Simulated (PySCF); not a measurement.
Al(OH)(OMe)(NH2) (CH6AlNO2), SMILES [NH2][Al]([OH])[O]C.

The structure is a stationary point at r2SCAN-D4/def2-SVP. Other conformers were not sampled.

Two levels are set side by side: TDA-PBE/def2-SVPD (PySCF) and TDA-B3LYP/def2-SVPD (PySCF). Vertical, same geometry. The lowest singlet is HOMO→LUMO 99 % with PBE and HOMO→LUMO 99 % with the other functional; states are paired by order. Differences are taken from unrounded values.

```csv
quantity,TDA-PBE
lowest singlet excitation (eV),4.82
lowest triplet excitation (TDA) (eV),4.58
first bright state (f over 0.05) (eV),6.45
its oscillator strength,0.07
```

Task: These are the TDA-PBE values. What does TDA-B3LYP give? (An estimate is asked for; the answer gives what the named calculation found.)

Result: 
| quantity | TDA-B3LYP | TDA-PBE minus TDA-B3LYP |
|---|---|---|
| lowest singlet excitation (eV) | 5.39 | -0.57 |
| lowest triplet excitation (TDA) (eV) | 5.09 | -0.52 |
| first bright state (f over 0.05) (eV) | 7.20 | -0.75 |
| its oscillator strength | 0.08 | 0.00 |

Functionals without exact exchange tend to place singlet excitations lower, as here. Differences between two approximate levels are no errors against the true value.

Rough cost on one machine, each run with all the roots and properties that it gave: TDA-B3LYP against TDA-PBE within a factor of 2.
